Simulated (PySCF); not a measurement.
**Ionisation energy of Kr+ by level of theory**

Kr+ [Ar] 3d10 4s2 4p5 (2P) → Kr(2+) [Ar] 3d10 4s2 4p4 (3P), as a difference of total energies. Computed with PySCF 2.14 in x2c-TZVPall (6s5p4d1f, 48 functions), with the spin-free X2C one-electron Hamiltonian (Gaussian nucleus). Correlated levels: valence: [Ar] 3d10 frozen. The calculations carry no spin-orbit coupling.

```csv
method,ionisation energy (eV),difference from reference (eV)
UHF,23.252,-1.108
BP86,24.477,+0.117
M06-2X,24.182,-0.178
MP2 (valence),24.075,-0.285
SCS-MP2 (valence),24.072,-0.288
CCSD (valence),24.081,-0.279
CCSD(T) (valence),24.110,-0.250
```

Reference: 24.360 eV (measured; NIST Atomic Spectra Database, ionization energies).

The reference lies between the lowest fine-structure levels, while these numbers refer to the centres of the terms.

Errors of the correlated levels include the incompleteness of this basis and the frozen core.
